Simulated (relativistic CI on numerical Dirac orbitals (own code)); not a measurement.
**Hyperfine structure of Dy LX, mass number 161**

Method of calculation: Dirac-Coulomb-Breit CI, KLI orbitals optimised for each configuration, QED by a radiative potential, unscaled Slater integrals (own radial code, finite nucleus).

Configurations in the expansion (outside the closed core 1s2): 2s²2p³, 2s2p⁴, 2p⁵, 2p⁴3s, 2p⁴3p, 2p⁴3d, 2s²2p²3s, 2s²2p²3p, 2s²2p²3d, 2s2p³3s, 2s2p³3p, 2s2p³3d, 2s²2p²4s, 2s²2p²4p, 2s²2p²4d, 2s²2p²4f. Levels of other configurations are missing.

Nuclear spin I = 5/2, μ = -0.479 μN, Q = 2.51 b (tables of Stone and Pyykkö). The electronic factors are computed for point nuclear moments, without core polarisation or the Bohr-Weisskopf and QED corrections.

```csv
Level,E (Ry),A (GHz),B (GHz)
2s²2p³ ²D°5/2,61.616,-262.2,-6.27
2s²2p³ ²P°1/2,64.808,-865.1,
2s2p⁴ ⁴P5/2,81.330,-628.1,464
2s2p⁴ ²S1/2,88.048,-2689,
2s²2p³ ²P°3/2,124.889,-113.6,-2910
2s2p⁴ ⁴P3/2,143.053,-637,-2190
2s2p⁴ ²D5/2,145.909,-782.5,-3280
2s2p⁴ ²P1/2,149.830,980,
```

Levels with J = 0, under 50 % of one LS term, or S terms without an open s electron are left out. Small factors come from cancelling terms and can be off by tens of per cent or more.

At this charge energies of transitions that change n are usually good to better than 1 %, and those within a shell (Δn = 0) to a few per cent.

(1) Give the hyperfine levels of 2s²2p³ ²P°1/2 relative to its centre of gravity.

Results:

(1) With K = F(F + 1) − I(I + 1) − J(J + 1), E = AK/2: F = 2: 1514, F = 3: -1081 GHz.

LS names give the leading component of a level, which can be under half, so a name can repeat, a term be missing and a line seem to break the LS rules.
